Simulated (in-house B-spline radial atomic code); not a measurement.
**Response and correlation of Kr IX (Kr8+)**

Closed shell [Ar] 3d10. Computed with a B-spline radial code for spherical atoms: Dirac-Hartree-Fock, relativistic RPA (time-dependent Dirac-Hartree-Fock) for the response and second-order many-body perturbation theory for correlation, no-pair Dirac-Coulomb Hamiltonian, finite nucleus.

Command:
```bash
python run_mb.py task.json out
```
Settings (nuclear radius in fm, box in bohr, cutoff in hartree):
```
basis_form          2
Z                   36
core_configuration  [Ar] 3d10
rms_radius          4.1884
mass_number         84
speed_of_light      137.036
box_radius          7.759
lmax                7
intervals           61
virtual_cutoff      32400.0
```

Run time, properties included: 3.5 s on 1 thread of Arm Neoverse V2, on a shared host.

```json
{"multipole (bohr³, bohr⁵, bohr⁷)": "dipole", "uncoupled": "0.20078", "coupled RPA": "?"}
{"multipole (bohr³, bohr⁵, bohr⁷)": "quadrupole", "uncoupled": "0.1168", "coupled RPA": "0.13286"}
{"multipole (bohr³, bohr⁵, bohr⁷)": "octupole", "uncoupled": "0.11312", "coupled RPA": "0.12907"}
```

Task: What is the coupled dipole polarisability?

Result: 0.20206 atomic units, +1 % against the uncoupled value.

Task: Which subshells carry the dipole polarisability?

Result: 3d5/2 54.0 %, 3d3/2 35.5 %, 3p3/2 6.1 %.

Task: What does the dipole shielding factor come to?

Result: The dipole shielding factor is 0.778, against the exact N/Z = 28/36 = 0.778 of the non-relativistic theorem.

Dipole polarisability at imaginary frequency:

```tsv
u (Eh)	α(iu) (bohr³)
0	0.2021
1.35	0.1937
4.05	0.1509
8.1	0.09498
13.5	0.0549
27	0.02057
54	0.006526
135	0.001273
```

Task: What dispersion coefficients follow for two such ions (the dispersion part alone)?

Result: C6 = (3/π)∫α(iu)²du = 0.2347 hartree·bohr⁶ and C8 = 0.743 hartree·bohr⁸.

Lowest J = 1 odd-parity excitations:

| energy (eV) | oscillator strength | leading channel | weight |
| --- | --- | --- | --- |
| 106.65 | 0.00406 | 3d5/2 → p3/2 | 0.446 |
| 108.9 | 0.486 | 3d3/2 → p1/2 | 0.67 |
| 109.63 | 0.106 | 3d3/2 → p3/2 | 0.701 |
| 163.28 | 0.00903 | 3d5/2 → f5/2 | 0.719 |
| 164.51 | 0.16 | 3d5/2 → f7/2 | 0.495 |
| 165.31 | 0.0138 | 3d5/2 → p3/2 | 0.848 |
| 166.28 | 0.148 | 3d3/2 → p1/2 | 0.507 |
| 166.74 | 1.35 | 3d3/2 → f5/2 | 0.502 |

Second-order correlation energy by the highest angular momentum of the excited pair (hartree): s -0.02209, p -0.1954, d -0.5582, f -0.4612, g -0.1603, h -0.06996, i -0.03212, k -0.01639.

Task: What is the second-order correlation energy at the partial-wave limit?

Result: The listed waves sum to -1.5155 hartree; extrapolating the increments as (l + 1/2)⁻⁴ gives -1.549 hartree, -1.51 eV per electron.
